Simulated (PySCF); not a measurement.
**J couplings in AsH2Me**

Geometry (Å), atoms numbered from 1 in this order:
```xyz
7

As    0.4699    0.7871    0.8909
H     1.7402    0.8381    0.0457
H    -0.1665    1.9236    0.0946
C    -0.3849   -0.6709   -0.1274
H     0.1136   -1.6164    0.1285
H    -0.3348   -0.5172   -1.2128
H    -1.4374   -0.7443    0.1805
```

Indirect spin–spin couplings were computed at B3LYP/pcJ-1 (pcSseg-1 on As) (PySCF 2.14.0 with density-fitted response routines) on a PBE0-D3(BJ)/def2-SVP structure, for the isolated molecule, without vibrational or relativistic corrections. Couplings are averaged over pairs made equivalent by symmetry, fast rotation or ring inversion, so a value needn't be that of the named pair in this geometry, while other rotamers aren't included; one pair stands for each set, and the list holds those of at least 0.8 Hz over up to four bonds.

Isotopes: 13C, 1H.

```csv
pair,bonds,J (Hz)
"C4, H5",1,142.4
"H2, H3",2,?
"H2, C4",2,-1.7
"H5, H6",2,?
"H2, H5",3,7.9
```

Task: Estimate the withheld couplings, with signs.

Result: 
- 2J(H2,H3) = -11.5 Hz (angle at As1 92°)
- 2J(H5,H6) = -12.3 Hz (mean over equivalent pairs that range from -13.6 to -11.6 Hz in this conformer)

Relativistic effects of the heavier atoms present are left out.
